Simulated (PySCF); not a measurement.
# Computed properties of Sn(H)2(OH)(OMe) (CH6O2Sn), SMILES C[O][SnH2][OH]

Sn(H)2(OH)(OMe) (CH₆O₂Sn), SMILES C[O][SnH2][OH]. Coordinates come from a B3LYP-D3(BJ)/def2-SVP optimisation. The structure was generated by enumeration; whether it is a known compound was not checked. The def2 effective core potentials stand for the cores of Sn; spin–orbit coupling is left out. Other conformers were not sampled. All values are computed for the isolated molecule unless a solvent is named; none is compared with measurement here.

**Structure.** All 24 harmonic modes at B3LYP-D3(BJ)/def2-SVP (PySCF) are real, so it is a minimum. With heavy atoms numbered as in [SnH2:1]([OH:2])[O:3][CH3:4], the shortest bond between them is O3–C4 at 1.407 Å and the longest Sn1–O2 at 1.996 Å.

**Vibrations.** The strongest infrared lines (harmonic, unscaled, degenerate partners summed) lie at 1113 cm⁻¹ (206 km/mol, O 50 %, C 43 %), 1940 cm⁻¹ (166 km/mol, H 99 %), 645 cm⁻¹ (132 km/mol, H 97 %). The softest mode is at 62 cm⁻¹ and the zero-point energy is 42.4 kcal/mol.

**Electronic structure.** CAM-B3LYP/def2-TZVP (PySCF) places the frontier levels at -9.13 and 0.34 eV, a gap of 9.47 eV, and gives a dipole moment of 0.81 D and a mean polarisability of 57.2 bohr³. PBE/def2-TZVP (PySCF) at the same geometry gives -6.10 and -1.50 eV, so its gap is 4.87 eV narrower. An orbital gap is neither the optical nor the fundamental gap.

**Excitations.** TDDFT-ωB97X/def2-SVPD (PySCF) has S1 at 6.30 eV (197 nm, f = 0.015, weak); the most intense of the 10 singlets computed lies at 8.37 eV (f = 0.14). T1 (TDA) is at 5.82 eV. TDDFT-PBE/def2-SVPD (PySCF) puts S1 at 4.78 eV. No vertical singlet excitation falls in the visible range (under 3.1 eV).
